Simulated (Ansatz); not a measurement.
C$_{3}$H$_{5}$Al (`[CH3][Al]1[CH]=[CH]1`), relaxed with RKS PBE-D4/def2-SVP in Ansatz from a rough embedded geometry. The force threshold is 0.03 eV/Å; the program also tests the step.

The species carries charge 0 and has multiplicity 1.

Start:

```xyz
9

C     1.026    1.083    1.011
Al   -0.086   -0.044   -0.100
C    -1.636   -0.758   -0.693
C    -0.432   -1.340   -1.367
H     0.530    2.064    1.277
H     1.268    0.562    2.026
H     2.030    1.298    0.531
H    -2.691   -0.727   -0.704
H    -0.009   -2.139   -1.980
```

```
step  energy (eV)  largest force (eV/Å)  largest move (Å)
   1   -9774.0909                 2.809             0.000
   2   -9774.8235                 0.767             0.195
   3   -9774.9741                 1.194             0.195
   4   -9774.9984                 0.190             0.016
   5   -9775.0009                 0.110             0.023
   6   -9775.0017                 0.037             0.010
   7   -9775.0018                 0.004             0.005
```

End:

```xyz
9

C     1.102    1.146    1.086
Al   -0.015   -0.006   -0.030
C    -1.584   -0.767   -0.734
C    -0.450   -1.335   -1.287
H     0.601    2.110    1.304
H     1.303    0.646    2.057
H     2.080    1.354    0.607
H    -2.642   -1.012   -0.954
H    -0.395   -2.136   -2.050
```

It took 9.5 s on 2 threads of an Arm Neoverse V1 on a shared host, with 0.12 GiB of host memory at the peak.
